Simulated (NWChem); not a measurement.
System: C3H8BN; SMILES C=CB(C)N

Input file for NWChem:

```
start job
memory heap 200 mb stack 900 mb global 1100 mb
geometry units angstroms noautoz
  B     -0.039216    -0.478890     0.068042
  C      0.868150    -1.766091    -0.123559
  H      1.561029    -1.637617    -0.982816
  H      0.304032    -2.709084    -0.275810
  H      1.521079    -1.902397     0.766497
  C      0.619823     0.942458     0.255421
  C      0.087946     2.105470    -0.178655
  H      1.621232     0.997260     0.725556
  H      0.596742     3.078323    -0.062834
  H     -0.888080     2.136157    -0.697175
  N     -1.442855    -0.584934     0.074653
  H     -1.938770    -1.463423    -0.077245
  H     -2.059031     0.210527     0.247043
end
basis spherical
  * library 6-31g*
end
dft
  xc xpbe96 cpbe96
  iterations 150
  vectors input atomic output neutral.movecs
end
task dft energy
charge 1
dft
  odft
  mult 2
  vectors input atomic output cation.movecs
end
task dft energy
```

Coordinates come from a PBE-D3(BJ)/def2-SVP optimisation. Not confirmed as a minimum by frequencies.

Ions are spin-unrestricted doublets at the neutral geometry; other ion states weren't tried.

Task: Give the results of this calculation. (PBE/6-31G* (spherical d), vertical spin-unrestricted ions.) Quantities: vertical ionisation energy, ΔSCF (eV); −ε(HOMO) (eV).

Result: 
| Item | Value |
|---|---|
| vertical ionisation energy, ΔSCF (eV) | 8.94 |
| −ε(HOMO) (eV) | 5.79 |
